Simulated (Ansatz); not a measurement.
The inner images of a band of ClH3OSn + FH (8 atoms, charge 0, multiplicity 1) are given out of order.

The calculation used Ansatz, RKS PBE/def2-SVP.

First end point:

```xyz
8
Properties=species:S:1:pos:R:3
Sn 0.104 -0.311 0.278
H -0.085 -0.635 1.956
H 1.601 -0.198 -0.539
Cl -1.212 1.694 -0.173
O -0.822 -1.740 -0.782
H -1.716 -1.912 -0.430
F 1.178 1.977 1.442
H 0.398 2.314 1.000
```

Last end point:

```xyz
8
Properties=species:S:1:pos:R:3
Sn 0.393 0.376 -0.766
H -0.708 -0.131 3.113
H 1.711 0.052 -1.812
Cl -1.166 1.905 -1.650
O -0.495 -1.314 -0.217
H -1.070 -1.145 0.558
F 1.009 1.216 0.896
H -0.227 0.230 2.630
```

Put them in order from the first end to the last, with their energies above the first end.
A.
```xyz
8
Properties=species:S:1:pos:R:3
Sn -0.041 0.076 -0.115
H -0.471 0.148 1.593
H 1.500 0.131 -0.856
Cl -1.421 1.761 -1.062
O -0.693 -1.767 -0.546
H -1.458 -1.959 0.031
F 1.388 1.618 1.656
H 0.642 1.182 2.052
```
B.
```xyz
8
Properties=species:S:1:pos:R:3
Sn 0.160 0.238 -0.152
H -0.553 0.217 1.757
H 1.585 0.144 -1.099
Cl -1.353 1.868 -0.942
O -0.556 -1.621 -0.338
H -1.361 -1.739 0.204
F 1.260 1.300 1.433
H 0.264 0.782 1.889
```
C.
```xyz
8
Properties=species:S:1:pos:R:3
Sn 0.420 0.327 -0.520
H -0.909 0.170 2.414
H 1.623 0.179 -1.725
Cl -1.344 1.827 -0.949
O -0.321 -1.485 -0.170
H -1.139 -1.443 0.365
F 1.351 1.090 1.034
H -0.234 0.525 2.305
```
D.
```xyz
8
Properties=species:S:1:pos:R:3
Sn 0.332 0.319 -0.304
H -0.700 0.171 2.043
H 1.640 0.136 -1.376
Cl -1.377 1.832 -0.892
O -0.437 -1.524 -0.214
H -1.294 -1.601 0.251
F 1.336 1.240 1.158
H -0.056 0.616 2.086
```
E.
```xyz
8
Properties=species:S:1:pos:R:3
Sn 0.023 -0.233 0.092
H -0.195 -0.320 1.799
H 1.534 -0.140 -0.700
Cl -1.301 1.670 -0.530
O -0.799 -1.864 -0.738
H -1.654 -2.067 -0.312
F 1.346 1.886 1.510
H 0.493 2.257 1.632
```
F.
```xyz
8
Properties=species:S:1:pos:R:3
Sn 0.424 0.347 -0.705
H -0.944 0.095 2.860
H 1.618 0.147 -1.916
Cl -1.253 1.912 -1.237
O -0.374 -1.410 -0.237
H -0.963 -1.310 0.538
F 1.244 1.051 0.932
H -0.306 0.358 2.517
```
G.
```xyz
8
Properties=species:S:1:pos:R:3
Sn -0.053 -0.104 -0.011
H -0.301 -0.066 1.707
H 1.494 -0.024 -0.733
Cl -1.469 1.603 -0.877
O -0.747 -1.869 -0.668
H -1.627 -2.050 -0.286
F 1.387 1.929 1.470
H 0.763 1.771 2.151
```

E (+0.20 eV), G (+0.29 eV), A (+0.40 eV), B (+1.07 eV), D (+0.32 eV), C (0.00 eV), F (-0.06 eV).

Time of the run: 3.4 min on 2 threads of Arm Neoverse V2 (shared host), peak memory 0.14 GiB.
